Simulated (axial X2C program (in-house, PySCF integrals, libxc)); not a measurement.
# What spin–orbit coupling does to PbB⁻

Computed with an in-house relativistic program for diatomic molecules. Spin-free means the one-electron spin-free X2C Hamiltonian; two-component (2c) means X2C with spin–orbit coupling and atomic mean-field two-electron Coulomb and Gaunt terms, so the difference of the two also holds small scalar two-electron terms. Basis: Pb dyall-acv3z [13s15p11d8f1g], B dyall-av3z [8s7p3d2f] (cores contracted in-house); Gaussian nuclei, density fitting, unrestricted open shells. Masses: Pb 207.977 u, B 11.009 u.

Spin-free state: M_S = 1, Λ = 1 (beyond evenly filled blocks: σα, π+α, π+β, π-α); fragments Pb- + B.

```json
{"level": "PBE0", "Re (Å)": "2.179", "ωe (cm⁻¹)": "549.9", "De (eV)": "2.497", "μ (D)": "-4.62"}
```

Dipoles are positive if B is the positive end and refer to the centre of mass.

Two-component determinant lowest at the distance of the search:

Ω = 2 (⟨Sz⟩ = 0.93, ⟨Lz⟩ = 1.07 at PBE0); fragments Pb- + B.

| level | Re (Å) | ωe (cm⁻¹) | De (eV) | μ (D) |
| --- | --- | --- | --- | --- |
| PBE0 | 2.191 | 514.3 | 2.550 | -4.74 |

Question: From the two tables, how do the constants change at the PBE0 level (2c against spin-free)?

Answer: At the PBE0 level Re goes up by 0.012 Å and ωe falls by 35.6 cm⁻¹; De is not compared, since the atomic limits differ or miss part of their spin–orbit lowering.

The state is a single determinant with fixed occupations, the lowest that a limited PBE0 search found. De is counted from the lowest determinant-based energies of the atoms at the same level, without counterpoise correction. Density functionals use the spin component along the axis (collinear). The 2c atoms are single determinants rather than J levels; their spin–orbit lowering is only partly caught, and De is too large by that part. This holds for PBE0. PBE0 can misorder states that lie within some tenths of an eV, so this need not be the ground state of the molecule. The nearest other spin-free determinant of the search, M_S = 0, Λ = 1, lies 0.14 eV up at the distance of the search. Without a current term, density functionals place determinants with orbital angular momentum somewhat too high. With several unpaired electrons one determinant need not be a pure state. A state of lower Ω lies just above, and one determinant can place such states too high, so the state shown need not be the lowest. The search has Ω = 1 only 0.06 eV up. Open-shell Ω = 0 determinants with evenly filled partner blocks cannot be reached by this program, so the Ω shown need not be the lowest component. The highest occupied level of some functionals is positive through self-interaction error; at Hartree–Fock it is bound.
